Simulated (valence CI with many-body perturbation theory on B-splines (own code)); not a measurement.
Kr XV: calculated level list

Method: configuration interaction combined with many-body perturbation theory (CI+MBPT): four valence electrons over a frozen Dirac-Fock core [Ar], a basis of 9 s, 9 p, 10 d, 8 f, 5 g, 3 h, 1 i functions for each j, with the one-electron correlation potential Σ1 (screened to all orders), the two-electron term Σ2, the three-electron term Σ3, Breit, model QED; selected single and double excitations, second order for the rest (own B-spline code, finite nucleus).

No measured levels were compared; by estimate terms of the open shell hold to 2 to 4 % of their energy, and close levels can change places. Core correlation moves these levels by up to 7600 cm⁻¹, and in measured spectra 5 to 20 % of such shifts remained as error; rates that hang on mixing are uncertain with them. Only levels of the ground parity were solved; by the run's estimate the other parity begins above the list, which can be wrong where configurations are misplaced.

Levels 1 to 34 of 34, with energies above the lowest level, 3d⁴ ⁵D_0. "Leading %" is the weight of the configuration and term that name the level; weights of strongly mixed levels are sums over their largest components and can fall short. Lifetimes count E1, E2, E3, M1 and M2 decay at the calculated energies, and are blank where another channel may lead or the interval is too uncertain; long ones can be off by a factor of two.

```tsv
No.	Configuration	Term	J	E (eV)	Leading %	Second component	Lifetime	g
1	3d⁴	⁵D	0	0.000	94	6 % 3d⁴ ³P		
2	3d⁴	⁵D	1	0.301	96		1.35 s	1.498
3	3d⁴	⁵D	2	0.743	98		400 ms	1.496
4	3d⁴	⁵D	3	1.244	98		333 ms	1.493
5	3d⁴	⁵D	4	1.767	96		502 ms	1.490
6	3d⁴	³P	0	6.172	85	8 % 3d⁴ ¹S	2.69 ms	
7	3d⁴	³H	4	6.834	71	12 % 3d⁴ ³G	32.9 ms	0.887
8	3d⁴	³P	1	7.500	94		3.35 ms	1.474
9	3d⁴	³H	5	7.526	87	12 % 3d⁴ ³G	229 ms	1.053
10	3d⁴	³F	3	7.873	54	44 % 3d⁴ ³G	8.01 ms	0.937
11	3d⁴	³H	6	7.955	93	6 % 3d⁴ ¹I	1.30 s	1.154
12	3d⁴	³F	2	8.060	94		9.30 ms	0.687
13	3d⁴	³F	4	8.394	59	22 % 3d⁴ ³H	5.62 ms	1.120
14	3d⁴	³P	2	9.057	88	11 % 3d⁴ ³D	6.61 ms	1.459
15	3d⁴	³G	4	9.394	65	19 % 3d⁴ ¹G	21.3 ms	1.070
16	3d⁴	³G	3	9.404	54	45 % 3d⁴ ³F	9.54 ms	0.904
17	3d⁴	³G	5	9.949	87	12 % 3d⁴ ³H	20.9 ms	1.178
18	3d⁴	³D	3	10.956	95		6.49 ms	1.318
19	3d⁴	³D	2	11.183	77	9 % 3d⁴ ³P	5.28 ms	1.168
20	3d⁴	¹I	6	11.312	93	6 % 3d⁴ ³H	13.4 ms	1.009
21	3d⁴	³D	1	11.502	97		4.57 ms	0.527
22	3d⁴	¹G	4	12.057	73	14 % 3d⁴ ³F	3.91 ms	1.026
23	3d⁴	¹S	0	12.749	90	10 % 3d⁴ ³P	2.88 ms	
24	3d⁴	¹D	2	14.128	81	8 % 3d⁴ ³D	3.44 ms	1.021
25	3d⁴	¹F	3	15.443	89	6 % 3d⁴ ³F		1.012
26	3d⁴	³P	2	17.713	96		4.27 ms	1.475
27	3d⁴	³F	4	18.134	95	4 % 3d⁴ ¹G		1.237
28	3d⁴	³F	2	18.383	96		3.12 ms	0.684
29	3d⁴	³F	3	18.575	91	8 % 3d⁴ ¹F		1.077
30	3d⁴	³P	1	18.941	99			1.496
31	3d⁴	³P	0	19.548	98			
32	3d⁴	¹G	4	20.707	95	4 % 3d⁴ ³F		1.009
33	3d⁴	¹D	2	26.901	99			0.999
34	3d⁴	¹S	0	34.633	99
```

Names give the largest LS component (configuration and term), which can be under half, so a name can repeat, a term be missing and a line seem to break the LS rules; names also repeat where a configuration has a term twice.

The ionisation energy to 3d³ ⁴F3/2 of the next ion comes out as 491.27 eV (NIST: 492 ± 5 eV (theoretical)). All 34 levels together are meant to be complete up to 36.029 eV.
